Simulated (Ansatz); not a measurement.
Breaking the Si1–H2 bond in FHSi (SMILES F[SiH]) (multiplicity 1 held, fragments rigid). Energies count from the point at 1.538 Å.
Geometry at that point (charge 0, multiplicity 1):
```xyz
3

Si    -0.20727    -0.34539     0.44957
H     -1.00311    -1.19490    -0.55577
F      0.43388     0.67003    -0.63758
```

Restricted levels (R-, RO-) in cc, def2 and unpolarised 6-31G sets keep to the state of the molecule at rest. Unrestricted levels (U-) break spin symmetry where that is lower. Curves can end on different states.

Cores are frozen in the correlated methods.

The values were computed with Ansatz (a first-principles code). Values without a source in brackets are computed.

**Question.** One of these levels gives 623.5 kJ/mol for the energy at R = 4.922 Å. Name it.
A) R-SCS-MP2/cc-pV(D+d)Z
B) U-MP2/cc-pV(D+d)Z
C) R-HF/cc-pV(D+d)Z

**Answer.** C, R-HF/cc-pV(D+d)Z. The others give 283.7 (U-MP2/cc-pV(D+d)Z), 397.9 (R-SCS-MP2/cc-pV(D+d)Z)

Doubts at one or more of the structures used: a restricted determinant that unrestricted orbitals would lower (R-HF/cc-pV(D+d)Z, R-SCS-MP2/cc-pV(D+d)Z); a spin-contaminated determinant (U-MP2/cc-pV(D+d)Z).
